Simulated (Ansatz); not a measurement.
Isolated molecules relaxed with PBE0-D4/def2-TZVP in Ansatz; ΔE leaves out vibrations. CBS: MP2 limit from def2 TZ/QZ plus the TZ coupled-cluster correction, frozen cores. DFT in def2-TZVPP. def2 core potentials past Kr. For Br, Sn outer-core shells are correlated without core-valence functions, which leaves a few kJ/mol of doubt a bond. Scalar relativity is left out up to krypton.

`[Br][SnH]([Br])[Br]` + `Fc1ccc[nH]1` → `[F][SnH]([Br])[Br]` + `Brc1ccc[nH]1`  (formal exchange of groups at the Sn–Br bond)

`[Br][SnH]([Br])[Br]`:

Z-matrix (Å, degrees):
```
Sn
Br 1 2.454
Br 1 2.454 2 108.1
Br 1 2.454 2 108.1 3 -116.8
H 1 1.696 2 110.8 3 121.6
```

`Fc1ccc[nH]1`:

Cartesian coordinates in Å:
```
F -2.237 -0.943 0.232
C -1.016 -0.469 0.037
C -0.143 -0.661 -0.990
C 1.012 0.100 -0.652
C 0.785 0.709 0.551
N -0.474 0.350 0.968
H -0.311 -1.266 -1.866
H 1.912 0.184 -1.239
H 1.402 1.362 1.144
H -0.930 0.636 1.815
```

`[F][SnH]([Br])[Br]`:

```xyz
5

F     0.226    1.860    0.307
Sn   -0.170    0.028   -0.030
Br    1.267   -0.622   -1.895
Br    0.500   -1.170    1.991
H    -1.823   -0.097   -0.373
```

`Brc1ccc[nH]1`:

Z-matrix (Å, degrees):
```
C
C 1 1.368
N 1 1.360 2 108.9
Br 1 1.860 2 130.4 3 180.0
C 2 1.417 1 106.4 3 0.0
H 2 1.077 1 125.9 3 -180.0
C 3 1.366 1 109.1 2 -0.0
H 3 1.004 1 124.6 2 180.0
H 5 1.078 2 126.4 1 -180.0
H 7 1.078 3 121.1 1 -180.0
```

```
           level  ΔE (kcal/mol)
      r2SCANh-D4            5.9
        BHLYP-D4            7.7
          revPBE            4.4
          r2SCAN            5.3
     HF/def2-SVP           14.7
CCSD(T)/def2-SVP            8.7
   MP2/CBS(def2)            1.4
  CCSD/CBS(def2)            4.9
```

**Question.** What does CCSD(T)/CBS give? (An estimate is asked.)

**Answer.** Ansatz gave: +3.8 kcal/mol. The listed levels differ from it by 2.1, 3.9, 0.6, 1.5, 10.9, 4.9, -2.4, 1.1 kcal/mol.

Largest T1 diagnostic among the species: 0.011.

Leaving LDA and LC-ωPBE aside and taking each functional with its dispersion term where it has one, the values, not all of them listed here, spread over 4.5 kcal/mol, from BLYP-D4 to BHLYP-D4. LDA lies +2.2 kcal/mol from PBE without D4. At CCSD(T), def2-SVP lies +4.9 kcal/mol from the extrapolated value and def2-TZVPP −0.2 kcal/mol. From BLYP to BHLYP (50 % exact exchange), in def2-TZVPP and without D4, ΔE moves by +3.6 kcal/mol.
